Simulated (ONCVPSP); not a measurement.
molybdenum, ONCV: configuration errors across variants

| Item | Value |
| --- | --- |
| Element | Mo |
| Generator | ONCVPSP 4.0.1 |
| Type | optimised norm-conserving Vanderbilt (ONCV) |
| Functional | PW91 |
| Relativity | fully relativistic |
| Frozen core | [Kr] |
| Valence charge | 6 |
| Reference configuration | 4d5 5s1 |
| Partial waves | 5s: rc 3.20 bohr, ncon 5, nbas 8, qcut 2.2 1/bohr, 2 projectors, debl 3 Ha; p scattering state at 0.18 Ha: rc 2.55 bohr, ncon 3, nbas 7, qcut 3.4 1/bohr, 3 projectors, debl 2.3 Ha; 4d: rc 2.50 bohr, ncon 5, nbas 9, qcut 6.4 1/bohr, 1 projector; f scattering state at 0.32 Ha: rc 3.25 bohr, ncon 3, nbas 7, qcut 3.9 1/bohr, 2 projectors, debl 3.2 Ha |
| Local potential | polynomial inside 2.15 bohr (lpopt 5, dvloc0 6 Ha) |
| Core correction | none |

Open shells are filled in proportion to 2j + 1.

All-electron excitation energies from the reference (eV): (1) 4d5 5s0 6.945; (2) 4d4 5s0 22.466; (3) 4d3 5s0 49.272; (4) 4d4 5s1 8.118.

1 further variants failed, have other tests or too few solved ones, and are left out.

A true bound ghost makes a file unfit for plane-wave use even where its test errors are small: the radial tests pick states by their node count and pass the ghost by.

Errors AE − PS in meV (a dash: test not solved or not reliable):

```csv
change,(1),(2),(3),(4),bound ghosts,GHOST(+) flags above zero
base,+11,+23,-64,-36,p1/2,"p3/2, p1/2"
"all radii scaled by about 0.87 (s 2.78, p 2.22, d 2.18, f 2.82 bohr); local potential polynomial inside 1.86 bohr (lpopt 5, dvloc0 6 Ha)",+9.1,+45,-1.2,-29,"p3/2, p1/2",s
"all radii scaled by about 0.94 (s 3.00, p 2.40, d 2.34, f 3.06 bohr); local potential polynomial inside 2.02 bohr (lpopt 5, dvloc0 6 Ha)",+9.6,+37,-27,-33,"p3/2, p1/2",s
"all radii scaled by about 1.06 (s 3.38, p 2.70, d 2.64, f 3.44 bohr); local potential polynomial inside 2.28 bohr (lpopt 5, dvloc0 6 Ha)",+12,+3.4,-116,-39,none,"s, p3/2, p1/2"
"all radii scaled by about 1.15 (s 3.70, p 2.94, d 2.88, f 3.74 bohr); local potential polynomial inside 2.48 bohr (lpopt 5, dvloc0 6 Ha)",+12,-42,-217,-41,none,"s, p3/2, p1/2"
"all radii scaled by about 1.31 (s 4.20, p 3.34, d 3.28, f 4.26 bohr); local potential polynomial inside 2.82 bohr (lpopt 5, dvloc0 6 Ha)",+8.0,-157,-422,-17,none,s
```

(1) Give the same row for: all radii scaled by about 1.20 (s 3.86, p 3.06, d 3.00, f 3.92 bohr); local potential polynomial inside 2.58 bohr (lpopt 5, dvloc0 6 Ha).

Answers

(1) +12, -70, -268, -40; bound ghosts: s; GHOST(+) flags above zero: p3/2, p1/2.
